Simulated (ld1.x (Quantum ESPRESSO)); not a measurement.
# Transferability test, RRKJ potential for boron

```
Element                 : boron (B)
Generator               : ld1.x (Quantum ESPRESSO) 7.5
Type                    : norm-conserving RRKJ (Kleinman–Bylander form)
Functional              : PBEsol
Relativity              : non-relativistic
Frozen core             : [He]
Valence charge          : 3
Reference configuration : 2s2 2p1
Partial waves           : 2p (bound): rc 3.55 bohr; 2s (bound): rc 1.20 bohr
Local potential         : the s channel
Core correction         : none
rho0                    : 0.001
```

Energies are relative to the spin-unpolarised reference configuration 2s2 2p1; without spin polarisation the order of configurations can differ from experiment.

```
valence configuration  charge  ΔE all-electron (eV)  error AE − PS (meV)
              2s2 2p0      +1                 8.142                 +192
              2s1 2p0      +2                33.396                 +564
            2s2 2p0.5    +0.5                 2.856                  +29
              2s0 2p3       0                11.644                 -147
            2s2 2p1.3    -0.3                -0.725                 +3.0
              2s1 2p2       0                 5.813                  -38
```

Question: What are ΔE and the potential's error for 2s1 2p1?

Answer: ΔE = 14.259 eV all-electron; the error (AE − PS) is -89 meV.
